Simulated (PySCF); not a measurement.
# Ionisation energy of C²⁺ by level of theory

C²⁺ [He] 2s2 (1S) → C³⁺ [He] 2s1 (2S), as a difference of total energies. Calculation: PySCF 2.14, in ANO-RCC-VTZP (4s3p2d1f, 30 functions); the spin-free X2C one-electron Hamiltonian (Gaussian nucleus). Correlated levels: valence: 1s2 frozen. The calculations carry no spin-orbit coupling.

```
           method  ionisation energy (eV)
              UHF                  45.803
    MP2 (valence)                  46.979
SCS-MP2 (valence)                  47.214
   CCSD (valence)                  47.805
```

Problem. How much does correlation contribute at MP2 (valence)?

Solution. 46.979 − (45.803) = 1.176 eV, measured against UHF.

Errors of the correlated levels include the incompleteness of this basis and the frozen core.

With two correlated electrons CCSD is exact in that space.

The coupled-cluster amplitudes are large for C²⁺ (T1 above 0.03 or a double amplitude above 0.15), so a single reference is strained.

For comparison: 47.888 eV (measured; NIST Atomic Spectra Database, ionization energies).
